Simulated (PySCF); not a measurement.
Correlation energy of La⁺ (lanthanum, charge +1)

[Xe] 5d2, high-spin 3F determinant. All numbers are calculated (PySCF 2.14, the spin-free X2C one-electron Hamiltonian (Gaussian nucleus), in x2c-TZVPPall). Frozen: [Kr] 4d10; 10 electrons correlated.

```csv
level,correlation energy (mhartree)
CCSD,-193.15
(T),-5.35
CCSD(T),-198.50
```

Diagnostics: T1 = 0.0072, D1 = 0.0157, largest double amplitude 0.024.

Spin-orbit coupling, absent here, splits the open shell strongly.

Cost of the coupled-cluster step: of the order of 30 core-seconds, for 10 correlated electrons.

Iterations:

```
CC2 = 0
CCSD nocc = (np.int64(6), np.int64(4)), nmo = (74, 74)
frozen orbitals [[0, 1, 2, 3, 4, 5, 6, 7, 8, 9, 10, 11, 12, 13, 14, 15, 16, 17, 18, 19, 20, 21, 22], [0, 1, 2, 3, 4, 5, 6, 7, 8, 9, 10, 11, 12, 13, 14, 15, 16, 17, 18, 19, 20, 21, 22]]
max_cycle = 100
direct = 0
conv_tol = 1e-08
conv_tol_normt = 1e-06
diis_space = 8
diis_start_cycle = 0
Init t2, MP2 energy = -0.1737912699465
Init E_corr(UCCSD) = -0.173791269948603
cycle = 1  E_corr(UCCSD) = -0.18826787142434  dE = -0.0144766015  norm(t1,t2) = 0.0407913
cycle = 2  E_corr(UCCSD) = -0.191772434423413  dE = -0.003504563  norm(t1,t2) = 0.0128353
cycle = 3  E_corr(UCCSD) = -0.193187827514633  dE = -0.00141539309  norm(t1,t2) = 0.00508124
cycle = 4  E_corr(UCCSD) = -0.193166772664399  dE = 2.10548502e-05  norm(t1,t2) = 0.000870796
cycle = 5  E_corr(UCCSD) = -0.193147396230752  dE = 1.93764336e-05  norm(t1,t2) = 0.000223188
cycle = 6  E_corr(UCCSD) = -0.193151005396274  dE = -3.60916552e-06  norm(t1,t2) = 7.30455e-05
cycle = 7  E_corr(UCCSD) = -0.193150773198166  dE = 2.32198108e-07  norm(t1,t2) = 2.02833e-05
cycle = 8  E_corr(UCCSD) = -0.193150608562171  dE = 1.64635995e-07  norm(t1,t2) = 5.66712e-06
cycle = 9  E_corr(UCCSD) = -0.193150628580568  dE = -2.00183974e-08  norm(t1,t2) = 1.50313e-06
cycle = 10  E_corr(UCCSD) = -0.193150624644424  dE = 3.93614449e-09  norm(t1,t2) = 2.79075e-07
UCCSD converged
E(UCCSD) = -8489.280181072845  E_corr = -0.1931506246444239
UCCSD(T) correction = -0.00535184750896751
```
